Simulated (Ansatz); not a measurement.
Total energies of Sn12Cl12O20H6²⁺ (started as a model of: [(RSn)12O14(OH)6]2+, R = Cl) from Ansatz at BLYP-D4/def2-SVP, gas phase (1 Eh = 27.2114 eV = 2625.5 kJ/mol). The reference geometry is relaxed at r2SCAN-D4/def2-SVP.

Cartesian coordinates in Å:
```
Sn 0.082 -1.118 -3.240
Sn 2.475 0.960 -2.170
Sn -0.638 2.093 -2.640
Sn 3.012 0.476 1.064
Sn -2.180 2.366 0.280
Sn -0.980 -2.991 -0.721
Sn -3.011 -0.476 -1.064
Sn 2.180 -2.366 -0.280
Sn 0.980 2.991 0.721
Sn -0.082 1.118 3.240
Sn -2.474 -0.960 2.170
Sn 0.638 -2.093 2.640
O 0.449 0.453 -1.885
O -1.654 -1.584 -2.134
O 0.769 -2.466 -1.768
O 2.983 -0.543 -0.778
O 2.423 1.958 -0.311
O -2.320 1.388 -1.579
O -0.457 3.006 -0.746
O 2.320 -1.387 1.579
O 1.654 1.584 2.134
O -2.983 0.543 0.778
O -0.769 2.466 1.768
O -2.423 -1.958 0.311
O 0.457 -3.006 0.746
O -0.449 -0.453 1.885
O 2.063 -0.505 -3.634
O -0.878 0.565 -4.078
O 1.383 2.529 -3.067
O -2.063 0.505 3.634
O 0.878 -0.565 4.078
O -1.383 -2.529 3.067
Cl -0.173 -2.561 -5.032
Cl 4.583 1.570 -2.905
Cl -1.603 3.821 -3.840
Cl 5.138 0.808 1.837
Cl -3.727 4.036 0.499
Cl -1.677 -5.113 -1.211
Cl -5.138 -0.808 -1.837
Cl 3.727 -4.036 -0.499
Cl 1.677 5.113 1.211
Cl 0.172 2.561 5.032
Cl -4.583 -1.570 2.905
Cl 1.602 -3.821 3.840
H 2.651 -0.815 -4.344
H -1.317 0.628 -4.943
H 1.733 3.278 -3.579
H -2.651 0.815 4.344
H 1.316 -0.629 4.944
H -1.733 -3.279 3.579
```

| state | geometry | energy (Eh) |
| --- | --- | --- |
| charge 2 singlet | reference | -9599.48430 |
| charge 3 doublet | reference | -9598.96965 |
| charge 1 doublet | reference | -9599.80506 |

In the def2 sets Sn takes a core potential; there is no spin–orbit coupling. Single mean-field runs in def2-SVP are fitted with def2-universal-jkfit.

(1) Work out the vertical ionisation energy to the doublet.

(2) Work out the vertical electron affinity, to the doublet.

(3) Give the fundamental gap IE − EA, the Mulliken electronegativity (IE + EA)/2 and the hardness (IE − EA)/2.

(1) E(charge 3 doublet) − E(charge 2 singlet) = -9598.96965 − (-9599.48430) = 0.51465 Eh = 14.00 eV. For comparison, −ε of the highest occupied level is 12.52 eV at this level, 1.48 eV less.

(2) E(charge 2 singlet) − E(charge 1 doublet) = -9599.48430 − (-9599.80506) = 0.32076 Eh = 8.73 eV.

(3) From the values in Eh: IE − EA = 0.51465 − 0.32076 = 0.19389 Eh = 5.28 eV; (IE + EA)/2 = 11.37 eV; (IE − EA)/2 = 2.64 eV. The HOMO–LUMO gap of the same run is 2.48 eV, 2.80 eV smaller than the fundamental gap.

At BLYP-D4/def2-SVP the gap within one spin of the charge 3 doublet nearly closes, so an electron or hole may be smeared out by delocalisation error.
